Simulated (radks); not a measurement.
Values are calculated unless marked as measured or tabulated.
Q: The gadolinium ion Gd4+ is in [Xe] 4f(5/2: 6, 7/2: 0). Level of theory: Dirac Kohn-Sham, relativistic LDA (MacDonald-Vosko exchange, VWN5 correlation), spin-unpolarised, spherical densities, finite nucleus; Fermi nuclear charge, rms radius of each element as measured or else 0.836 A^(1/3) + 0.57 fm (a radial shooting solver on a logarithmic mesh with Libxc functionals). Sub-shells are occupied by j as written (lower j first in brackets). One electron is removed from 5s1/2, 5p1/2, 5p3/2, 4f5/2 in turn, with full relaxation. Which removal costs least, and what does each cost?

A: 4f5/2 65.284 eV; 5p3/2 72.942 eV; 5p1/2 78.240 eV; 5s1/2 98.992 eV. The 4f5/2 electron leaves first.
